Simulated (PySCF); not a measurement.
## input.py for GaC

Input:

```python
from pyscf import gto, scf

mol = gto.M(
    atom='Ga 0 0 0; C 0 0 1.724',
    basis='jorge-dzp-dkh',
    charge=0,
    spin=3,
    verbose=4,
)
mf = scf.UHF(mol)
mf = mf.sfx2c1e()
mf.kernel()
mf.analyze()
print('orbital energies (hartree):', [e[max(0, n-3):n+3].round(4) for e, n in zip(mf.mo_energy, mol.nelec)])
```

```bash
$ python input.py
```

Output (some set-up lines and the per-cycle HOMO/LUMO lines with their warnings removed):

```
PySCF version 2.14.0

[INPUT] verbose = 4
[INPUT] num. atoms = 2
[INPUT] num. electrons = 37
[INPUT] charge = 0
[INPUT] spin (= nelec alpha-beta = 2S) = 3
[INPUT] symmetry False subgroup None
[INPUT] Mole.unit = angstrom
[INPUT] Symbol           X                Y                Z      unit          X                Y                Z       unit  Magmom
[INPUT]  1 Ga     0.000000000000   0.000000000000   0.000000000000 AA    0.000000000000   0.000000000000   0.000000000000 Bohr   0.0
[INPUT]  2 C      0.000000000000   0.000000000000   1.724000000000 AA    0.000000000000   0.000000000000   3.257887838750 Bohr   0.0

nuclear repulsion = 57.0922048904408
number of shells = 24
number of NR pGTOs = 112
number of NR cGTOs = 58
basis = jorge-dzp-dkh
ecp = {}

******** <class 'pyscf.x2c.sfx2c1e.sfX2C1eUHF'> ********
method = sfX2C1eUHF
initial guess = minao
damping factor = 0
level_shift factor = 0
DIIS = <class 'pyscf.scf.diis.CDIIS'>
diis_start_cycle = 1
diis_space = 8
diis_damp = 0
SCF conv_tol = 1e-09
SCF conv_tol_grad = None
SCF max_cycles = 50
direct_scf = True
direct_scf_tol = 1e-13
number electrons alpha = 20  beta = 17

******** <class 'pyscf.x2c.sfx2c1e.SpinFreeX2CHelper'> ********
approx = 1e
xuncontract = 1
Set gradient conv threshold to 3.16228e-05
init E= -1979.75419055006

cycle= 1 E= -1979.77732357252  delta_E= -0.0231  |g|= 0.173  |ddm|= 1.37
cycle= 2 E= -1979.80515780522  delta_E= -0.0278  |g|= 0.102  |ddm|= 0.344
cycle= 3 E= -1979.81206988051  delta_E= -0.00691  |g|= 0.0441  |ddm|= 0.131
cycle= 4 E= -1979.81716150611  delta_E= -0.00509  |g|= 0.031  |ddm|= 0.118
cycle= 5 E= -1979.82106158241  delta_E= -0.0039  |g|= 0.0237  |ddm|= 0.11
cycle= 6 E= -1979.82462198877  delta_E= -0.00356  |g|= 0.0159  |ddm|= 0.146
cycle= 7 E= -1979.82613669892  delta_E= -0.00151  |g|= 0.00735  |ddm|= 0.133
cycle= 8 E= -1979.82635035351  delta_E= -0.000214  |g|= 0.0027  |ddm|= 0.0522
cycle= 9 E= -1979.82637475555  delta_E= -2.44e-05  |g|= 0.00126  |ddm|= 0.0283
cycle= 10 E= -1979.82637794747  delta_E= -3.19e-06  |g|= 0.000465  |ddm|= 0.0101
cycle= 11 E= -1979.82637854598  delta_E= -5.99e-07  |g|= 7.6e-05  |ddm|= 0.00269
cycle= 12 E= -1979.82637855785  delta_E= -1.19e-08  |g|= 2.77e-05  |ddm|= 0.000547
cycle= 13 E= -1979.82637855981  delta_E= -1.96e-09  |g|= 1.25e-05  |ddm|= 0.000279
cycle= 14 E= -1979.82637856018  delta_E= -3.69e-10  |g|= 2.78e-06  |ddm|= 8.99e-05
Extra cycle  E= -1979.82637856019  delta_E= -1.55e-11  |g|= 1.55e-06  |ddm|= 9.31e-06
converged SCF energy = -1979.82637856019  <S^2> = 3.7571742  2S+1 = 4.0035855
**** SCF Summaries ****
Total Energy =                       -1979.826378560190506
Nuclear Repulsion Energy =              57.092204890440840
One-electron Energy =                -2873.498466304474732
Two-electron Energy =                  836.579882853843401
Two-electron Coulomb Energy =          916.363781478397641
DFT Exchange-Correlation Energy =      -79.783898624554240
**** MO energy ****
                             alpha | beta                alpha | beta
[9 lines left out]
MO #10  energy= -4.52324787167617  | -4.5168671814156   occ= 1 | 1
MO #11  energy= -1.17818828736966  | -1.16269434409724  occ= 1 | 1
MO #12  energy= -1.16204970856929  | -1.16096958649584  occ= 1 | 1
MO #13  energy= -1.16204970852927  | -1.16096958645514  occ= 1 | 1
MO #14  energy= -1.16181033514215  | -1.15380149913814  occ= 1 | 1
MO #15  energy= -1.16181033512312  | -1.15380149912227  occ= 1 | 1
MO #16  energy= -0.915846052515048 | -0.656401910927623 occ= 1 | 1
MO #17  energy= -0.530106435870698 | -0.323300276804089 occ= 1 | 1
MO #18  energy= -0.428145856002957 | 0.0263821492159787 occ= 1 | 0
MO #19  energy= -0.4281458559847   | 0.0263821492240061 occ= 1 | 0
MO #20  energy= -0.313896666178186 | 0.0856203589931042 occ= 1 | 0
MO #21  energy= 0.0773164378275821 | 0.190211883919022  occ= 0 | 0
MO #22  energy= 0.0773164378407535 | 0.190211883937652  occ= 0 | 0
MO #23  energy= 0.183851208435919  | 0.216966747808614  occ= 0 | 0
[35 lines left out]

To work with the spin densities directly, `use mulliken_meta_spin()` only printing them here.

WARN: Weak orthogonality for localized orbitals 1.1045995577199807e-09

 ** Mulliken spin pop alpha/beta on meta-lowdin orthogonal AOs **
 ** Mulliken Spin Density (per AO)  **
 ** Mulliken Spin Density (per atom)  **
spin density of  0 Ga =      0.30402
spin density of  1 C =      2.69598

WARN: Weak orthogonality for localized orbitals 1.1045995577199807e-09

 ** Mulliken pop alpha/beta on meta-lowdin orthogonal AOs **
 ** Mulliken pop       alpha | beta **
pop of  0 Ga 1s        1.00000 | 1.00000
pop of  0 Ga 2s        0.99998 | 0.99998
pop of  0 Ga 3s        0.99971 | 0.99966
pop of  0 Ga 4s        0.85653 | 0.85373
pop of  0 Ga 5s        0.01282 | 0.00316
pop of  0 Ga 6s        0.00004 | 0.00004
pop of  0 Ga 7s        0.00196 | 0.00050
pop of  0 Ga 8s        0.00059 | 0.00016
pop of  0 Ga 2px       1.00000 | 1.00000
pop of  0 Ga 2py       1.00000 | 1.00000
pop of  0 Ga 2pz       1.00000 | 1.00000
pop of  0 Ga 3px       0.99999 | 0.99998
[46 lines left out]
In total            20.00000 | 17.00000
 ** Mulliken atomic charges   ( Nelec_alpha | Nelec_beta ) **
charge of  0Ga =      0.25379  (    15.52511     15.22110 )
charge of  1C =     -0.25379  (     4.47489      1.77890 )
Dipole moment(X, Y, Z, Debye): -0.00000,  0.00000, -0.19307
orbital energies (hartree): [array([-0.4281, -0.4281, -0.3139,  0.0773,  0.0773,  0.1839]), array([-1.1538, -0.6564, -0.3233,  0.0264,  0.0264,  0.0856])]
```

In short: E(SCF) = -1979.826379 Eh, 14 cycles, ⟨S²⟩ = 3.757, μz(SCF) = -0.19 D.

Wall time 1.6 s on one thread of a shared host.

The bond length is a typed value, not an optimised one. No search for the lowest solution was made.
